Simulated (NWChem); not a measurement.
Species: C2H3ClF2Si; SMILES F[Si@@H](Cl)C(=C)F

```xyz
9

C     -0.6114    -2.1659     0.7370
C      0.1621    -1.3379     0.0376
F      1.4042    -1.6944    -0.3262
Si    -0.3562     0.3668    -0.5288
F     -1.8756     0.5650    -0.0084
Cl     0.8306     1.7951     0.3357
H     -1.6182    -1.8528     1.0183
H     -0.2569    -3.1557     1.0387
H     -0.3201     0.5441    -1.9969
```
Atoms are numbered in this order, from 1.

Computed with NWChem. Pople sets run with spherical d functions. Geometry: optimised at PBE0/def2-SVP. B3LYP is NWChem's, with the RPA form of VWN correlation. Total energies of different functionals are on different scales.

```json
[
 {"level": "B3LYP/6-31G*", "energy (Ha)": "-1027.4620", "highest occupied level (eV)": "…", "orbital gap (eV)": "6.89", "dipole (D)": "1.57"},
 {"level": "PBE/6-31G*", "energy (Ha)": "-1026.7971", "highest occupied level (eV)": "-6.62", "orbital gap (eV)": "5.10", "dipole (D)": "1.52"},
 {"level": "revPBE/6-31G*", "energy (Ha)": "-1027.1890", "highest occupied level (eV)": "-6.56", "orbital gap (eV)": "5.13", "dipole (D)": "1.52"},
 {"level": "TPSSh/6-31G*", "energy (Ha)": "-1027.4623", "highest occupied level (eV)": "-7.20", "orbital gap (eV)": "6.18", "dipole (D)": "1.59"},
 {"level": "BP86/6-31G*", "energy (Ha)": "-1027.4888", "highest occupied level (eV)": "-6.72", "orbital gap (eV)": "5.11", "dipole (D)": "1.53"},
 {"level": "BHandHLYP/6-31G*", "energy (Ha)": "-1027.3156", "highest occupied level (eV)": "-9.07", "orbital gap (eV)": "9.56", "dipole (D)": "1.69"},
 {"level": "CAM-B3LYP/6-31G*", "energy (Ha)": "-1027.3571", "highest occupied level (eV)": "-9.26", "orbital gap (eV)": "9.88", "dipole (D)": "1.63"},
 {"level": "B3PW91/6-31G*", "energy (Ha)": "-1027.2549", "highest occupied level (eV)": "-7.75", "orbital gap (eV)": "6.92", "dipole (D)": "1.61"},
 {"level": "LC-BLYP (range parameter 0.33 per bohr)/6-31G*", "energy (Ha)": "-1026.4795", "highest occupied level (eV)": "-10.19", "orbital gap (eV)": "11.77", "dipole (D)": "1.63"}
]
```

### Question
Complete the blanks.

### Answer

- B3LYP/6-31G*, highest occupied level (eV): -7.65
